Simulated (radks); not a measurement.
Results of a calculation; reference values are marked as such.
Problem. Valence configurations of Cd (all share [Kr]). Level of theory: scalar-relativistic Kohn-Sham, PBE, spin-polarised, spherical densities, point nucleus; open shells are filled with parallel spins first (spin-orbit coupling, left out, can overturn this in heavy ions) (a radial shooting solver on a logarithmic mesh with Libxc functionals). Order these by energy: 4d10 5p2; 4d7 5s2 5p3; 4d9 5s2 5p1; 4d9 5s1 5p2; 4d10 5s1 5p1; 4d8 5s2 5p2; 4d7 5s1 5p4; 4d8 5s1 5p3; 4d10 5s1.5 5p0.5; 4d10 5s2.

Solution. From the lowest, in eV above it: 4d10 5s2 0.000; 4d10 5s1.5 5p0.5 2.127; 4d10 5s1 5p1 4.045; 4d10 5p2 9.076; 4d9 5s2 5p1 12.260; 4d9 5s1 5p2 16.485; 4d8 5s2 5p2 27.844; 4d8 5s1 5p3 32.087; 4d7 5s2 5p3 46.655; 4d7 5s1 5p4 53.569. NIST lists [Kr] 4d10 5s2 as the ground configuration; this level of theory agrees among the configurations tried. The energies are those of spherical high-spin densities, not of single terms.
